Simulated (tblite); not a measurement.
C5H14BNSi.
Structure used (GFN2-xTB), in Å, numbered top down from 1:
```xyz
22
C5H14BNSi angstrom
Si     3.176   -0.525   -0.480
N      1.859    0.075    0.436
C      0.514    0.224   -0.076
C     -0.176    1.433    0.568
B     -1.729    1.515    0.343
C     -2.521    0.201    0.004
C     -1.671   -0.930   -0.585
C     -0.326   -1.043    0.127
H      3.063   -1.921   -0.940
H      4.322   -0.404    0.418
H      3.275    0.334   -1.662
H      1.857   -0.086    1.433
H      0.609    0.403   -1.152
H      0.355    2.341    0.276
H     -0.036    1.359    1.655
H     -2.299    2.522    0.533
H     -3.388    0.374   -0.636
H     -2.939   -0.141    0.960
H     -1.492   -0.731   -1.645
H     -2.205   -1.881   -0.516
H     -0.488   -1.199    1.197
H      0.231   -1.900   -0.260
```

Computed with GFN2-xTB (tblite): harmonic, unscaled wavenumbers at the GFN2-xTB geometry, gas phase. This tight-binding method is rough: wavenumbers can miss measured ones by several per cent, in bad cases by 10 to 20. Modes of hydrogen on boron and silicon can be 10 to 20 % off. One conformer, not necessarily the lowest.

Harmonic wavenumbers (cm⁻¹): 55.4, 85.2, 112.8, 136.9, 198.4, 266.0, 318.9, 366.6, 429.0, 441.9, 496.2, 501.3, 574.9, 607.2, 630.4, 667.6, 750.1, 806.6, 815.2, 831.5, 833.6, 851.0, 892.1, 914.0, 942.7, 994.4, 1003.0, 1045.1, 1097.9, 1133.3, 1135.5, 1161.4, 1181.8, 1204.2, 1220.4, 1262.2, 1282.2, 1305.9, 1316.5, 1344.1, 1351.2, 1391.4, 1455.6, 1457.3, 1487.7, 1502.4, 2152.4, 2245.3, 2269.9, 2622.2, 2903.1, 2911.8, 2928.5, 2949.8, 2956.0, 2971.5, 2973.9, 2980.1, 2980.9, 3433.6.

A = 3828, B = 884.3, C = 766.3 MHz; mass 127.099 u (most abundant isotopes); point group C1, symmetry number 1.

Question: Zero-point energy?

Answer: ½Σν̃ = 39569 cm⁻¹ = 473.35 kJ/mol.

Question: Entropy at 273.15 K, 1 bar (ideal gas, RRHO, classical rotation)?

Answer: Translation 167.46, rotation 121.11, vibration 104.52: S = 393.1 J/(mol K).

Question: And Cp and H(273.15 K) − H(0)?

Answer: Cp = 157.98 J/(mol K), of which vibrations give 124.72 (their classical limit is 60 R = 498.9); H(273.15 K) − H(0) = 24.90 kJ/mol without the zero-point energy, 15.81 from vibrations.

Question: How do the functions run with temperature in this model?

Answer: 
```csv
T (K),S (J/(mol K)),Cp (J/(mol K)),H − H(0) (kJ/mol),G − H(0) (kJ/mol),ln q(vib)
150,319.6,95.3,9.42,-38.52,2.58
250,379.7,145.5,21.39,-73.53,5.02
298.15,407.5,171.5,29.02,-92.48,6.25
400,465.4,223.9,49.20,-136.95,8.94
600,572.3,303.8,102.48,-240.89,14.43
900,711.2,379.9,206.03,-434.05,22.53
```

q(vib) and H(0) count from the zero-point level.

Question: Blend soft modes into free rotors: weight 1/[1 + (100 cm⁻¹/ν̃)⁴] for the oscillator and the rest for a rotor with moment μB/(μ + B), μ = h/(8π²ν), B = 10⁻⁴⁴ kg m². What vibrational entropy results?

Answer: 97.79 J/(mol K) in place of 104.52, which changes −T·S at 273.15 K by +1.84 kJ/mol.

Question: What must be added to the electronic energy to get the Gibbs energy at 273.15 K and 1 bar?

Answer: ZPE + [H(273.15 K) − H(0)] − T·S = 473.35 + 24.90 − 107.37 = 390.88 kJ/mol.

Hindered rotation and anharmonicity are outside this model. Other conformers, if any are populated, would add a mixing term that is left out. The structure is chiral; the term R ln 2 for an equal mix with its mirror image is left out.

Hardware: Intel Xeon Platinum 8259CL at 2.50 GHz, one thread, no GPU (shared host). Cost: 1.4 s of wall time. This covers the Hessian and the dipole derivatives.
